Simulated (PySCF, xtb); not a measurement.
Si(H)2(OH)(SiH3) (H6OSi2), SMILES O[SiH2][SiH3].

GFN2-xTB in xtb at its own geometry gives an orbital gap of 4.44 eV and a dipole moment of 1.20 D.

Geometry: PBE0-D3(BJ)/def2-SVP. The values are those of a single conformer.

Q: What does PBE0/def2-TZVPD in PySCF give? (An estimate is asked for; the answer gives what the named calculation found.)

A: gap 7.21 eV (levels -7.91 and -0.69 eV), dipole 1.13 D.
